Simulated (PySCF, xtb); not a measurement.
Mg(OH2)6 (H₁₂MgO₆), SMILES [OH2]->[Mg+2](<-[OH2])(<-[OH2])(<-[OH2])(<-[OH2])<-[OH2] (connectivity only; charge and spin as stated), charge +2, multiplicity 1.

Harmonic wavenumbers (cm⁻¹) from xtb with GFN2-xTB at its own minimum, in rising order: 84, 93, 107, 108, 108, 135, 137, 143, 163, 163, 163, 176, 177, 177, 226, 234, 234, 290, 291, 291, 292, 318, 319, 319, 345, 346, 347, 486, 486, 487, 502, 502, 503, 1485, 1485, 1488, 1489, 1489, 1497, 3562, 3563, 3563, 3564, 3565, 3566, 3591, 3592, 3593, 3598, 3599, 3600.

**Question.** What does B3LYP-D3(BJ)/def2-SVP (PySCF 2.14.0) give at its own minimum? (Estimate from the structure and the level; the computed values follow.)

**Answer.** 99, 99, 99, 121, 121, 121, 157, 157, 157, 228, 228, 276, 276, 288, 288, 288, 334, 378, 378, 378, 397, 397, 397, 422, 422, 422, 423, 537, 537, 537, 568, 568, 568, 1632, 1632, 1632, 1633, 1633, 1637, 3766, 3766, 3768, 3768, 3768, 3776, 3843, 3843, 3843, 3844, 3844, 3844. Paired by order, the mean absolute difference is 109 cm⁻¹ and the zero-point energies are 86.7 and 94.5 kcal/mol.
